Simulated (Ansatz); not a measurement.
The same path of C₂H₄BN (8 atoms, charge 0, multiplicity 1) was run twice with different band settings. The coordinate that changes most is the dihedral H6–C1–C2–N3.

Level of theory: Ansatz, RKS PBE-D4/def2-SVP.

Relaxed end points:

```xyz
8
Properties=species:S:1:pos:R:3
C 0.261 1.140 -0.185
C -0.104 -0.268 0.081
N -1.049 -0.817 0.830
B -0.184 -1.726 0.117
H 0.205 1.341 -1.275
H -0.399 1.845 0.361
H 1.318 1.314 0.104
H 0.044 -2.887 -0.090
```

```xyz
8
Properties=species:S:1:pos:R:3
C 0.255 1.151 -0.109
C -0.098 -0.283 -0.035
N -0.959 -1.025 -0.717
B -0.195 -1.701 0.304
H -0.340 1.681 -0.880
H 0.100 1.627 0.880
H 1.337 1.256 -0.333
H -0.009 -2.762 0.835
```

Common settings: spring 5.0 eV/Å²; optimiser quadratic models (default); start path through a guess of the saddle point; force threshold 0.03 eV/Å; iteration limit 60; end points relaxed.

| run | movable images | climbing image |
| --- | --- | --- |
| 1 | 5 | yes |
| 2 | 4 | no |

Problem. What does each run give, and how far can it be trusted?

Solution. Run 1: converged after 6 iterations, highest image 0.021 eV above the first end. A vibrational analysis at the climbing image gives one clearly imaginary mode, 111i cm⁻¹: a first-order saddle point.
Run 2: converged after 5 iterations, highest image 0.019 eV above the first end. No image climbed, so the highest image needn't sit at the top of the path.
